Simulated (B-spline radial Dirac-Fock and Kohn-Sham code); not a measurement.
Method: multi-electron Dirac-Fock with separately optimised hole states, Breit and Lamb-shift corrections added in first order. Computed with an atomic code on a B-spline grid. No correlation.

Question: An atom or ion in its tabulated ground configuration has these computed binding energies (the last is its least bound level). Which is it?

```
level  binding energy (eV)
    K              49926.4
   L1               9429.4
   L2               8996.8
   L3               8353.2
   M4               2464.9
   M5               2435.0
   N1               1454.2
```

Answer: Eu³⁴⁺: Z = 63 with 29 electrons, [Ar] 3d10 4s1. The hydrogen-like estimate √(E/Ry) = 60.6 for the K level lies 2.4 below Z (screening lowers it, relativity raises it); the outermost level, at 1454.2 eV, fixes the charge.

Question: An atom or ion in its tabulated ground configuration has these computed binding energies (the last is its least bound level). Which is it?

| level | binding energy (eV) |
| --- | --- |
| K | 17233.7 |
| L1 | 3783.7 |
| L2,3 | 3618.7 |

Answer: Rb³⁰⁺: Z = 37 with 7 electrons, [He] 2s2 2p3. The hydrogen-like estimate √(E/Ry) = 35.6 for the K level lies 1.4 below Z; the outermost level, at 3618.7 eV, fixes the charge.

Question: Identify the element and charge state from the binding energies below (tabulated ground configuration; the least bound level is included).

```csv
level,binding energy (eV)
1s,60339.3
2s,13790.9
2p1/2,13377.3
2p3/2,12495.6
```

Answer: Ho⁵⁷⁺: Z = 67 with 10 electrons, [He] 2s2 2p6. The hydrogen-like estimate √(E/Ry) = 66.6 for the K level lies 0.4 below Z (screening lowers it, relativity raises it); the outermost level, at 12495.6 eV, fixes the charge.
